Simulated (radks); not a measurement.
Q: These are the eigenvalues of the occupied orbitals of an atom or ion with whole-number occupations (hartree). All-electron calculation, Dirac Kohn-Sham, BLYP, spin-unpolarised, spherical densities, finite nucleus; Fermi nuclear charge, rms radius of each element as measured or else 0.836 A^(1/3) + 0.57 fm. Program: a radial shooting solver on a logarithmic mesh with Libxc functionals.

orbital  eigenvalue
1s1/2     -1263.091
2s1/2     -197.1664
2p1/2     -185.3092
2p3/2     -173.3737
3s1/2     -40.93620
3p1/2     -36.00522
3p3/2     -33.73879
3d3/2     -25.05445
3d5/2     -24.57536
4s1/2      -8.01240
4p1/2      -6.26636
4p3/2      -5.81293
4d3/2      -2.98777
4d5/2      -2.91444
5s1/2      -1.43296
5p1/2      -1.00737
5p3/2      -0.95067

Which element is it, and in what charge state? The configuration may be excited. Open shells, if any, fill j = l - 1/2 first.

A: Z = 54, xenon, charge +2: Xe2+ in [Kr] 4d10 5s2 5p4. The list shows which subshells hold electrons but not how many an open one holds; the 1s level, -1263.1 hartree, gives Z - s = 50.3 by -(Z - s)^2/2, which with screening and relativity narrows Z to a few neighbours, and the depths of the outer levels then fix element, charge and occupations together.
